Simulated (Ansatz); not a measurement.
`C[Si](O)(O)O` + H–F → `C[Si](O)(O)F` + H₂O  (ligand exchange at the Si–O bond)

Calculated with Ansatz (gas phase, PBE0-D4/def2-TZVP geometries, no zero-point term in ΔE). CCSD(T)/CBS adds triple-zeta CCSD(T) − MP2 to the extrapolated MP2 energy (def2 sets, frozen cores). This one scheme is used for every species. DFT in def2-TZVPP. B3LYP here is the variant with VWN-RPA as its local correlation; programs differ in this. Each species was taken in one conformer, which may not be the lowest.

| species | B3LYP-D4 energy (Eh) |
| --- | --- |
| `C[Si](O)(O)O` | -557.23185 |
| H–F | -100.49283 |
| `C[Si](O)(O)F` | -581.27622 |
| H₂O | -76.46698 |

Task: Work out ΔE.

Result: ΔE = (-581.27622) + (-76.46698) − (-557.23185) − (-100.49283) = -0.01852 Eh = -11.6 kcal/mol. CCSD(T)/CBS gives -11.3 kcal/mol.

Largest T1 diagnostic among the species: 0.011.

Leaving LDA and LC-ωPBE aside and taking each functional with its dispersion term where it has one, the values, not all of them listed here, spread over 1.9 kcal/mol, from B97M-V to revPBE-D4. LDA lies +1.1 kcal/mol from PBE without D4. In def2-TZVPP, CCSD(T) changes the Hartree–Fock value by +2.0 kcal/mol (the triples alone add +0.3 kcal/mol) and MP2 by +2.4 kcal/mol.
